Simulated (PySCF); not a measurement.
Cl2Mg, triplet, geometry from GFN2-xTB (such geometries of metal compounds can be far from the true shape) (a higher spin typed on purpose: for a closed-shell molecule this is an excited state); WB97X-V/6-311G** (PySCF).

Input for PySCF:
```python
from pyscf import gto, scf, dft

mol = gto.M(
    atom='''
Mg    0.000000    0.000000    0.000000
Cl    0.000000    0.000000    2.375158
Cl   -0.000000   -0.000000   -2.375158
''',
    basis='6-311g**',
    charge=0,
    spin=2,
    verbose=4,
)

mf = dft.UKS(mol)
mf.xc = 'wb97x_v'
mf.kernel()
```

Q: Predict the main parts of the log of this PySCF run.

A: 
```
PySCF version 2.14.0

[INPUT] verbose = 4
[INPUT] num. atoms = 3
[INPUT] num. electrons = 46
[INPUT] charge = 0
[INPUT] spin (= nelec alpha-beta = 2S) = 2
[INPUT] symmetry False subgroup None
[INPUT] Mole.unit = angstrom
[INPUT] Symbol           X                Y                Z      unit          X                Y                Z       unit  Magmom
[INPUT]  1 Mg     0.000000000000   0.000000000000   0.000000000000 AA    0.000000000000   0.000000000000   0.000000000000 Bohr   0.0
[INPUT]  2 Cl     0.000000000000   0.000000000000   2.375158000000 AA    0.000000000000   0.000000000000   4.488398122570 Bohr   0.0
[INPUT]  3 Cl     0.000000000000   0.000000000000  -2.375158000000 AA    0.000000000000   0.000000000000  -4.488398122570 Bohr   0.0

nuclear repulsion = 123.095141053058
number of shells = 36
number of NR pGTOs = 141
number of NR cGTOs = 78
basis = 6-311g**
ecp = {}

******** <class 'pyscf.dft.uks.UKS'> ********
method = UKS
initial guess = minao
damping factor = 0
level_shift factor = 0
DIIS = <class 'pyscf.scf.diis.CDIIS'>
diis_start_cycle = 1
diis_space = 8
diis_damp = 0
SCF conv_tol = 1e-09
SCF conv_tol_grad = None
SCF max_cycles = 50
direct_scf = True
direct_scf_tol = 1e-13
number electrons alpha = 24  beta = 22
XC library pyscf.dft.libxc version 7.1.2
    S. Lehtola, C. Steigemann, M. J. T. Oliveira, and M. A. L. Marques,  SoftwareX 7, 1–5 (2018)
XC functionals = wb97x_v
    N. Mardirossian and M. Head-Gordon,  Phys. Chem. Chem. Phys. 16, 9904–9924 (2014)
radial grids:
    Treutler-Ahlrichs [JCP 102, 346 (1995); DOI:10.1063/1.469408] (M4) radial grids

becke partition: Becke, JCP 88, 2547 (1988); DOI:10.1063/1.454033
pruning grids: <function nwchem_prune>
grids dens level: 3
symmetrized grids: False
atomic radii adjust function: <function treutler_atomic_radii_adjust>
** Following is NLC and NLC Grids **
NLC functional = wb97x_v
radial grids:
    Treutler-Ahlrichs [JCP 102, 346 (1995); DOI:10.1063/1.469408] (M4) radial grids

becke partition: Becke, JCP 88, 2547 (1988); DOI:10.1063/1.454033
pruning grids: <function nwchem_prune>
grids dens level: 3
symmetrized grids: False
atomic radii adjust function: <function treutler_atomic_radii_adjust>
small_rho_cutoff = 0
Set gradient conv threshold to 3.16228e-05
tot grids = 56344
tot grids = 56344
init E= -1120.24572592448

cycle= 1 E= -1120.24474370805  delta_E= 0.000982  |g|= 0.16  |ddm|= 1.28

cycle= 2 E= -1120.2601754898  delta_E= -0.0154  |g|= 0.0723  |ddm|= 0.296

cycle= 3 E= -1120.26268182964  delta_E= -0.00251  |g|= 0.0179  |ddm|= 0.0761

cycle= 4 E= -1120.26300153143  delta_E= -0.00032  |g|= 0.00471  |ddm|= 0.03

cycle= 5 E= -1120.26306521662  delta_E= -6.37e-05  |g|= 0.00136  |ddm|= 0.0187

cycle= 6 E= -1120.26306981395  delta_E= -4.6e-06  |g|= 0.000415  |ddm|= 0.00574

cycle= 7 E= -1120.26307018419  delta_E= -3.7e-07  |g|= 8.53e-05  |ddm|= 0.00239

cycle= 8 E= -1120.26307019691  delta_E= -1.27e-08  |g|= 2.39e-05  |ddm|= 0.000609

cycle= 9 E= -1120.2630701978  delta_E= -8.96e-10  |g|= 6.8e-06  |ddm|= 0.000179

Extra cycle  E= -1120.2630701979  delta_E= -9.75e-11  |g|= 3.47e-06  |ddm|= 5.36e-05
converged SCF energy = -1120.2630701979  <S^2> = 2.009899  2S+1 = 3.0065921
```
